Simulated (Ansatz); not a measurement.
BNH₄SF₂, closed shell: at the end structure of a reaction step.

The input file, in.yaml:

```yaml
crystal:
  periodic: [false, false, false]
  atoms:
    - {symbol: B, position_ang: [-0.651638, -0.329111, -0.026901]}
    - {symbol: N, position_ang: [0.527206, 0.736084, -0.531238]}
    - {symbol: F, position_ang: [-0.434104, -1.436726, -0.804682]}
    - {symbol: F, position_ang: [-1.814369, 0.342370, -0.301675]}
    - {symbol: H, position_ang: [0.458313, 1.596853, 0.002697]}
    - {symbol: S, position_ang: [-0.414013, -0.595253, 1.844273]}
    - {symbol: H, position_ang: [0.412744, 0.944614, -1.520914]}
    - {symbol: H, position_ang: [1.449369, 0.340584, -0.378556]}
    - {symbol: H, position_ang: [0.466393, -1.599415, 1.716996]}
basis:
  gaussian: {orbitals: def2-TZVPP}
hamiltonian: {xc: {name: CAM-B3LYP}, dispersion: d4}
```

Launched with

```bash
ansatz run in.yaml --threads 4 --pin off --events-out ev --progress --plain --max-ram 9574MiB
```

The run's output (Ansatz 0.2.0):

```
Functional definition: CAM-B3LYP
  name "CAM-B3LYP"
  cite "Yanai, Tew & Handy, Chem. Phys. Lett. 393, 51 (2004) doi:10.1016/j.cplett.2004.06.011"
  cite "Iikura, Tsuneda, Yanai & Hirao, J. Chem. Phys. 115, 3540 (2001) doi:10.1063/1.1383587"
  cite "Becke, Phys. Rev. A 38, 3098 (1988) doi:10.1103/PhysRevA.38.3098"
  cite "Lee, Yang & Parr, Phys. Rev. B 37, 785 (1988) doi:10.1103/PhysRevB.37.785"
  cite "Vosko, Wilk & Nusair, Can. J. Phys. 58, 1200 (1980) doi:10.1139/p80-159"
  parameter alpha = 0.19
  parameter beta = 0.46
  parameter omega = 0.33/bohr
  parameter ac = 0.81
  # Exact exchange under (alpha + beta erf(omega r))/r, Becke's under what is left of 1/r.
  exchange = (1 - alpha - beta)*b88_x + beta*b88_x_sr(omega) + alpha*exact_x + beta*exact_x_lr(omega)
  correlation = (1 - ac)*vwn5_c + ac*lyp_c
1168 factors; their error is unknown
273 factors; integrals over basis functions are off by at most 1.1e-5 eV
mean field evaluation 1: about -18501.7198 eV, gradient 5.9e1 eV
mean field evaluation 2: about -18501.3006 eV, gradient 6.5e1 eV
mean field evaluation 4: about -18507.2137 eV, gradient 2.1e0 eV
mean field evaluation 8: about -18507.2216 eV, gradient 2.1e-2 eV
mean field evaluation 16: about -18507.2429 eV, gradient 4.3e-5 eV
mean field -18507.24288515 eV, -680.1286313695 hartree, gradient 4.3e-5 eV, S^2 0.000000; 0 other end points of the search recorded, 0 dependent functions left out
reference -18507.24300307 eV, -680.1286357028 hartree; 25, 25 occupied and 197, 197 virtual orbitals, 1168 factors
Total energy: -18507.38647474 eV, -680.1339081896 hartree
```

The lines “mean field evaluation” count trial sets of orbitals through the whole run, from several starts and some on an approximate energy, so they need not fall steadily or lie above the final value.

The run took about 1.8 s on 4 CPU threads of an Arm Neoverse V2 (shared host).
